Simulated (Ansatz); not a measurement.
## Relative stability

The two ends of one reaction step of BH2Cl2OF, singlet (PBE0-D4/def2-TZVP).

A:

B1  (-0.378, -0.278, -0.964)
F2  (0.159, 0.838, 2.583)
Cl3  (0.204, -0.855, -2.511)
Cl4  (-2.069, 0.001, -0.686)
H5  (0.189, 0.543, 1.700)
O6  (0.487, -0.038, 0.049)
H7  (1.408, -0.212, -0.172)
(Å)

B:

B1  (-0.510, -0.417, -0.054)
F2  (-0.485, -0.863, 1.222)
Cl3  (-0.005, -1.641, -1.282)
Cl4  (-1.938, 0.611, -0.457)
H5  (0.597, 1.388, 0.548)
O6  (0.756, 0.686, -0.099)
H7  (1.585, 0.236, 0.121)
(Å)

Computed with Ansatz 0.2.0 (basis: def2-TZVPP); correlated methods freeze the cores. B3LYP uses VWN-RPA correlation.

Problem. Which structure is lower at CCSD(T), and by how much? (To be estimated.)

Solution. Computed: B, by 0.111 eV (electronic energy, against the other). By their contacts, A is a complex of BHCl₂O ([OH][B]([Cl])[Cl]) + HF and B is BH₂Cl₂OF ([OH2][B]([F])([Cl])[Cl]).

Problem. Do the other methods give the same order? (A judgement: the text doesn't fix the answer.)

Solution. The calculation gives: Not all: BLYP-D4 gives the other order.

```
      method  E(B) − E(A) (eV)
       SPW92            -0.307
      PBE-D4            -0.085
     BLYP-D4             0.008
   r2SCAN-D4            -0.185
      B97M-V            -0.164
     PBE0-D4            -0.137
    B3LYP-D4            -0.047
  r2SCAN0-D4            -0.203
    BHLYP-D4            -0.113
CAM-B3LYP-D4            -0.124
     wB97X-V            -0.183
     wB97M-V            -0.191
      B2PLYP            -0.057
    PBE-QIDH            -0.163
  RPA on PBE            -0.086
          HF            -0.024
         MP2            -0.112
        CCSD            -0.104
     CCSD(T)            -0.111
```

T1 diagnostic: at most 0.011.

Labels in which every atom is bracketed show which atoms are joined, not bond orders.

For scale, one of the runs: CCSD(T)/def2-TZVPP, 205 basis functions (an equivalent command: `ansatz run in.yaml --threads 4`). Time: 70 s of wall clock on 4 CPU threads; the host was shared. Peak host memory: 2.7 GiB.
